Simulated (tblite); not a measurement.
Compound: CH13PSSi4.
Cartesian coordinates in Å at the GFN2-xTB level; atoms count from 1:
```xyz
20
CH13PSSi4 angstrom
C      2.260   -1.896    0.416
S      1.524   -1.043    1.843
Si     1.652    0.998    1.158
Si     0.138    1.200   -0.600
P      0.247    3.357   -1.216
Si    -2.051    0.383   -0.266
Si    -2.269   -1.926   -0.171
H      2.192   -2.960    0.614
H      3.301   -1.604    0.321
H      1.711   -1.647   -0.488
H      3.080    1.229    0.915
H      1.299    1.713    2.379
H      0.726    0.546   -1.797
H     -0.566    3.808   -0.197
H     -0.812    3.266   -2.092
H     -2.554    1.020    0.964
H     -2.922    0.956   -1.311
H     -0.968   -2.579   -0.033
H     -3.106   -2.353    0.949
H     -2.889   -2.457   -1.389
```

Method: GFN2-xTB as coded in tblite; computed harmonic values from a numerical Hessian at the method's own geometry, unscaled. The method is semi-empirical: single wavenumbers can be off by several per cent or more. Modes of hydrogen on phosphorus and silicon can be 10 to 20 % off. One conformer, not necessarily the lowest. The optimisation stopped once no atom felt more than 0.01 eV/Å.

Lowest wavenumbers of the output (negative numbers stand for imaginary wavenumbers):
```
mode    cm-1
  1     -36.6
  2      16.2
  3      35.3
  4      47.1
  5      62.7
  6      79.3
  7      90.5
  8     105.9
  9     111.0
 10     125.1
 11     141.6
 12     192.8
 13     318.1
 14     321.8
 15     364.4
```

Q: Is this structure a minimum?

A: Not by this Hessian. 1 mode is imaginary beyond 20i (37i cm⁻¹), so at this level the point lies at or near a first-order saddle. The curvature is small, so loose convergence or finite differences may be the whole cause.

Q: Which atoms move in the imaginary mode?

A: 37i: H19 (Si–H hydrogen) 35 %, H18 (Si–H hydrogen) 31 %, H20 (Si–H hydrogen) 30 %. These are shares of the mass-weighted motion.

Q: What is the remedy?

A: Step along that mode in both directions, optimise again with tighter thresholds and repeat the frequencies. The zero-point energy of this point (76.2 kcal/mol) counts the 53 real modes alone, and thermal corrections from it aren't those of a minimum.

Hardware: an Arm Neoverse N1 with one thread, on a shared host. Cost: 2.5 s of wall time. This covers the Hessian and the dipole derivatives.
